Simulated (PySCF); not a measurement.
## Spin-rotation constants: `O=C(O)[SiH2][GeH3]`, CH6GeO2Si

Geometry (Å), atoms numbered from 1 in this order:
```xyz
11

O     2.6503   -0.3838    0.7943
C     1.5392   -0.0785    0.4521
O     1.1699    1.2042    0.2881
Si    0.0478   -1.2207    0.0614
Ge   -1.5567    0.3811   -0.4749
H     1.8977    1.8210    0.4771
H     0.4516   -2.1118   -1.0274
H    -0.2153   -2.0183    1.2605
H    -1.8661    1.3479    0.6244
H    -1.2124    1.2482   -1.6445
H    -2.9005   -0.1867   -0.8369
```

Method used: PySCF, GIAO B97-2/pcSseg-1 magnetisability, rotational g tensor and spin-rotation constants, non-relativistic, gas phase. Geometry: GFN2-xTB.

The calculation is non-relativistic, which matters for the atoms heavier than Zn.

Task: Give the nuclear spin-rotation constants along the inertial axes (H = +C I·J) beside the isotropic shieldings.

Result: Rotational constants 5.4425, 1.2888, 1.0670 GHz. A star marks the isotopologue with that one atom substituted, in its own axes.
```tsv
atom	isotope	Caa (kHz)	Cbb (kHz)	Ccc (kHz)	mean (kHz)	σ (ppm)
H6	1H	-0.098	0.006	-0.156	-0.082	25.3
H7	1H	-0.531	-0.060	-0.006	-0.199	27.5
H8	1H	-0.530	-0.059	-0.006	-0.199	27.5
H9	1H	-0.493	-0.065	-0.024	-0.194	28.4
H10	1H	-0.492	-0.066	-0.023	-0.194	28.4
H11	1H	-0.001	-0.085	-0.106	-0.064	28.7
O1	17O*	-3.673	-0.777	-0.122	-1.524	-172.1
C2	13C*	1.915	0.708	0.267	0.964	7.4
O3	17O*	-1.990	-0.232	-0.229	-0.817	84.6
Si4	29Si*	-2.637	-0.719	-0.609	-1.321	427.6
Ge5	73Ge*	-1.221	-0.302	-0.247	-0.590	1680.9
```
For the geometry as given, no vibrational averaging.

Task: How do the rotational constants and the g tensor change when H6, H7, H8, H9, H10, H11 are replaced by deuterium?

Result: Constants 4.4422, 1.2191, 0.9995 GHz; g -0.0406, -0.0191, -0.0112, against -0.0498, -0.0201, -0.0119 before.
